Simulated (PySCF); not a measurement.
Static response to an electric field

C₂H₉FSi₂.
Atom-mapped SMILES: `[CH3:1][Si:2]([CH3:3])([F:4])[SiH3:5]` (hydrogens: H6, H7, H8 on C1; H9, H10, H11 on C3; H12, H13, H14 on Si5)

Cartesian coordinates in Å at the GFN2-xTB level; atoms count from 1:
```xyz
14
C2H9FSi2 angstrom
C      1.0889   -1.0904   -1.1087
Si     0.2266   -0.1797    0.3225
C      0.9167    1.5860    0.4898
F      0.7747   -0.9426    1.6603
Si    -2.0808   -0.3249    0.3190
H      0.8221   -0.6667   -2.0721
H      0.8072   -2.1398   -1.1226
H      2.1712   -1.0459   -1.0164
H      0.5387    2.0647    1.3890
H      0.6360    2.2085   -0.3542
H      2.0019    1.5871    0.5537
H     -2.5633   -1.7093    0.2865
H     -2.6925    0.3108    1.4903
H     -2.6479    0.3417   -0.8592
```

Level: wB97X-D/def2-SVPD (PySCF), static field, nuclei fixed, core orbitals frozen in the response. The polarisability tensor in these axes (au):

```
x   89.83  2.92 -3.88
y    2.92 77.91  4.33
z   -3.88  4.33 72.67
```

Question: Diagonalise the tensor; give its mean and Δα, where Δα² is half the sum of the squared differences of the eigenvalues.

Answer: Principal values 69.11, 80.32 and 90.98 au; mean 80.14 au = 11.88 Å³ = 13.21 × 10⁻⁴⁰ C²·m²/J; Δα = 18.95 au (24 % of the mean).

Question: What is the dipole moment, and where does it point?

Answer: (0.00, 0.96, -1.61) D, 1.88 D in size, pointing from the negative to the positive side. Measured along this direction, the outermost atoms are F4 at the negative end and H6 and H10 at the positive end.

Question: In a dilute gas of rigid molecules at 298 K, how does the orientational term μ²/3kT compare with the electronic polarisability?

Answer: In Gaussian units μ²/3kT = 28.54 Å³ against 11.88 Å³, a ratio of 2.40; the Debye molar polarisation (4π/3)N_A(α + μ²/3kT) is 102.0 cm³/mol, leaving out the vibrational part.

Question: Directions of the eigenvectors, and the extent of the frame along each?

Answer: Largest value along (0.97, 0.16, -0.17), where the nuclei span 4.93 Å; middle along (-0.05, 0.86, 0.51), 4.90 Å; least along (0.23, -0.49, 0.84), 3.53 Å. 

Question: What would n − 1 = 2πNα be for an ideal gas of these molecules at 273.15 K and 1 atm, electronic part alone?

Answer: N = p/kT = 2.6868 × 10¹⁹ cm⁻³, so n − 1 = 2π × N × 11.88 × 10⁻²⁴ cm³ = 2005 × 10⁻⁶ at long wavelengths, for an ideal gas.

Isolated species at its GFN2-xTB geometry, gas phase.
